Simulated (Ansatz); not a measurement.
Species: trihydroxy(prop-2-enyl)silane, C$_{3}$H$_{8}$O$_{3}$Si, charge 0, multiplicity 1. 
Coordinates optimised at B3LYP-D3(BJ)/def2-TZVP (Ansatz, an electronic-structure program):
SMILES: C=CC[Si](O)(O)O
```xyz
15

C      2.5558    -1.0669    -0.8924
C      1.7230    -1.0606     0.1450
C      1.0880     0.1573     0.7374
Si    -0.6742     0.3275     0.1385
O     -1.4710    -0.9516     0.7831
O     -0.7030     0.3722    -1.5075
O     -1.4214     1.7058     0.6239
H      2.8871    -0.1462    -1.3605
H      2.9501    -1.9907    -1.2948
H      1.4233    -2.0085     0.5825
H      1.0802     0.1065     1.8292
H      1.6330     1.0597     0.4479
H     -2.4255    -0.9881     0.6794
H     -0.1114    -0.2402    -1.9560
H     -1.4360     2.4333    -0.0031
```

Dipole moments at this geometry, in debye (magnitudes).

```tsv
level	program	dipole (D)
SVWN5/def2-TZVPD	Ansatz	0.91
BLYP/def2-TZVPD	Ansatz	0.89
revPBE/def2-TZVPD	Ansatz	0.88
B3LYP/def2-TZVPD	Ansatz	0.94
PBE0/def2-TZVPD	Ansatz	0.95
CAM-B3LYP/def2-TZVPD	Ansatz	0.98
LC-wPBE/def2-TZVPD	Ansatz	1.01
wB97X-V/def2-TZVPD	Ansatz	0.98
CCSD(T)/aug-cc-pV(D+d)Z	Ansatz	1.00
```
